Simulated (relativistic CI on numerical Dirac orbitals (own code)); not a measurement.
# Line list: Electric-dipole lines, Sc VI

These numbers are calculated, not measured: Dirac-Coulomb-Breit CI, separate exchange-only KLI orbitals for each configuration, model QED, valence Slater integrals scaled by 0.85, P86 correlation estimate, and configurations built on the next ion tied to the tabulated ionisation energy (semi-empirical) (own radial code, finite nucleus).

CI space (outside the closed core [Ne]): 3s2 3p4, 3s2 3p3 3d, 3s2 3p3 4s, 3s2 3p3 4p, 3s2 3p3 4d, 3s2 3p3 5s, 3s2 3p3 4f, 3s 3p5, 3p6, 3s2 3p2 3d2, 3s 3p4 3d, 3p4 3d2, 3p5 3d, 3s 3p3 3d2, 3s 3p4 4s, 3s2 3p3 5p, 3s2 3p3 5d, 3s 3p4 4p, 3s2 3p3 5f, 3s2 3p3 5g, 3s2 3p2 3d 4s, 3s 3p4 4d, 3s2 3p2 3d 4p, 3s 3p4 4f. Levels of other configurations are missing.

| λ vac (Å) | Lower | Upper | A (s⁻¹) | gf | Branching (%) |
| --- | --- | --- | --- | --- | --- |
| 209.45 | 3s2 3p4 1D_2 [4] | 3s2 3p3 4s 1P°_1 [86] | 1.80e+10 | 3.54e-01 | 58.7 |
| 211.86 | 3s2 3p4 3P_2 [1] | 3s2 3p3 4s 3D°_3 [75] | 1.02e+10 | 4.78e-01 | 98.7 |
| 218.86 | 3s2 3p4 1D_2 [4] | 3s2 3p3 4s 1D°_2 [76] | 2.81e+10 | 1.01e+00 | 96.7 |
| 221.85 | 3s2 3p4 3P_2 [1] | 3s2 3p3 4s 3S°_1 [63] | 2.20e+10 | 4.88e-01 | 57.8 |
| 241.68 | 3s2 3p3 3d 5D°_3 [13] | 3s2 3p3 4f 5F_4 [262] | 3.44e+10 | 2.71e+00 | 56.8 |
| 241.72 | 3s2 3p3 3d 5D°_2 [12] | 3s2 3p3 4f 5F_3 [259] | 3.39e+10 | 2.08e+00 | 53.9 |
| 241.78 | 3s2 3p3 3d 5D°_4 [14] | 3s2 3p3 4f 5F_5 [260] | 5.79e+10 | 5.59e+00 | 98.3 |
| 257.37 | 3s2 3p3 3d 3F°_2 [19] | 3s2 3p3 4f 5F_2 [256] | 2.16e+10 | 1.07e+00 | 28.5 |
| 272.42 | 3s2 3p3 3d 1G°_4 [25] | 3s2 3p3 4f 5F_4 [262] | 1.24e+10 | 1.24e+00 | 20.5 |
| 292.79 | 3s2 3p4 1D_2 [4] | 3s2 3p3 3d 1F°_3 [46] | 8.50e+10 | 7.65e+00 | 99.9 |
| 293.10 | 3s2 3p4 3P_2 [1] | 3s2 3p3 3d 3D°_2 [43] | 1.70e+10 | 1.09e+00 | 22.4 |
| 294.69 | 3s2 3p4 3P_1 [2] | 3s2 3p3 3d 3D°_1 [44] | 3.09e+10 | 1.21e+00 | 40.6 |
| 295.09 | 3s2 3p4 3P_2 [1] | 3s2 3p3 3d 3D°_3 [42] | 7.63e+10 | 6.97e+00 | 100.0 |
| 295.63 | 3s2 3p4 3P_0 [3] | 3s2 3p3 3d 3D°_1 [44] | 4.32e+10 | 1.70e+00 | 56.9 |
| 296.00 | 3s2 3p4 3P_1 [2] | 3s2 3p3 3d 3D°_2 [43] | 5.86e+10 | 3.85e+00 | 77.3 |
| 297.51 | 3s2 3p4 1S_0 [5] | 3s2 3p3 3d 1P°_1 [47] | 7.08e+10 | 2.82e+00 | 99.4 |
| 300.65 | 3s2 3p4 1D_2 [4] | 3s2 3p3 3d 1D°_2 [45] | 5.91e+10 | 4.01e+00 | 98.9 |
| 305.11 | 3s2 3p4 3P_2 [1] | 3s2 3p3 3d 3P°_1 [39] | 1.03e+10 | 4.30e-01 | 15.4 |
| 306.70 | 3s2 3p4 3P_1 [2] | 3s2 3p3 3d 3P°_0 [40] | 7.06e+10 | 9.95e-01 | 100.0 |
| 306.92 | 3s2 3p4 3P_2 [1] | 3s2 3p3 3d 3P°_2 [38] | 5.45e+10 | 3.85e+00 | 78.6 |
| 307.24 | 3s2 3p4 3P_2 [1] | 3s2 3p3 3d 3S°_1 [37] | 4.65e+10 | 1.98e+00 | 87.6 |
| 308.25 | 3s2 3p4 3P_1 [2] | 3s2 3p3 3d 3P°_1 [39] | 2.46e+10 | 1.05e+00 | 37.0 |
| 309.27 | 3s2 3p4 3P_0 [3] | 3s2 3p3 3d 3P°_1 [39] | 2.10e+10 | 9.03e-01 | 31.5 |
| 310.09 | 3s2 3p4 3P_1 [2] | 3s2 3p3 3d 3P°_2 [38] | 1.45e+10 | 1.05e+00 | 21.0 |
| 322.36 | 3s2 3p4 1D_2 [4] | 3s2 3p3 3d 1P°_1 [41] | 4.95e+10 | 2.31e+00 | 77.4 |
| 325.35 | 3s2 3p4 1D_2 [4] | 3s2 3p3 3d 3P°_1 [39] | 1.04e+10 | 4.95e-01 | 15.6 |
| 387.09 | 3s2 3p3 3d 1G°_4 [25] | 3s2 3p3 4p 1F_3 [118] | 8.82e+09 | 1.39e+00 | 77.9 |
| 1153.8 | 3s2 3p3 4p 5P_3 [91] | 3s2 3p3 4d 5D°_4 [172] | 2.91e+09 | 5.22e+00 | 95.4 |
| 1165.9 | 3s2 3p3 4p 3D_3 [141] | 3s2 3p3 4d 3F°_4 [249] | 2.63e+09 | 4.83e+00 | 87.7 |
| 1170.1 | 3s2 3p3 4p 3F_4 [116] | 3s2 3p3 4d 3G°_5 [220] | 2.35e+09 | 5.30e+00 | 81.0 |

Terms are leading LS components. Brackets give the number of a level in order of energy, since labels repeat. The list gives strong lines, with weight on those to low levels, without configurations that were not tied to measured data, without lines whose two gauges differ by over a factor of 2.5, among the lowest 300 of 1280 levels, so that lines to higher ones, which can be the strongest, are missing. Levels whose partners in the same complex of configurations lie outside the list can be far off, and so can their lines. Rates are taken at the computed energies, electric ones in the length gauge.

Configurations that consist of the next ion and one excited electron were tied to the tabulated ionisation energy; Rydberg ones are usually within 1,000 to 3,000 cm⁻¹ and the lowest ones within about 6,000 (9,000 in d shells), while levels on excited terms of the next ion carry the error of that term, and the other configurations can be misplaced by 10,000 cm⁻¹ or more. Rates follow the energies as ν³ (E1, M1) or ν⁵ (E2), so rates, branching and lifetimes can be off by large factors. 24 of the 31 excited levels that our extract of the measured tables holds in this range could be paired (the sources list more); they are missed by 3351 cm⁻¹ on average and 13799 at most, and levels without a partner can miss by more.

LS names give the leading component of a level, which can be under half, so a name can repeat, a term be missing and a line seem to break the LS rules.
